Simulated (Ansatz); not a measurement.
Computed with Ansatz on PBE0-D4/def2-TZVP structures; ΔE is electronic, products minus reactants. CCSD(T)/CBS adds triple-zeta CCSD(T) − MP2 to the extrapolated MP2 energy (def2 sets, frozen cores). This one scheme is used for every species. Functionals use def2-TZVPP. For Ge outer-core shells are correlated without core-valence functions, which leaves a few kJ/mol of doubt a bond. Scalar relativity is left out up to krypton. One conformer a species, not always the lowest.

Reaction (ligand exchange at a Ge–C bond): `[CH3][Ge][NH2]` + NH₃ → `[NH2][Ge][NH2]` + CH₄

```json
{"species": "`[CH3][Ge][NH2]`", "B2PLYP energy (Eh)": "-2172.46574"}
{"species": "NH₃", "B2PLYP energy (Eh)": "-56.53655"}
{"species": "`[NH2][Ge][NH2]`", "B2PLYP energy (Eh)": "-2188.54505"}
{"species": "CH₄", "B2PLYP energy (Eh)": "-40.48716"}
```

Work out ΔE.

ΔE = (-2188.54505) + (-40.48716) − (-2172.46574) − (-56.53655) = -0.02992 Eh = -0.81 eV. CCSD(T)/CBS gives -0.75 eV.

Largest T1 diagnostic among the species: 0.014.

Leaving LDA and LC-ωPBE aside and taking each functional with its dispersion term where it has one, the values, not all of them listed here, spread over 0.09 eV, from CAM-B3LYP-D4 to revPBE-D4. LDA lies −0.03 eV from PBE without D4. In def2-TZVPP, CCSD(T) changes the Hartree–Fock value by +0.11 eV (the triples alone add +0.01 eV) and MP2 by +0.07 eV.
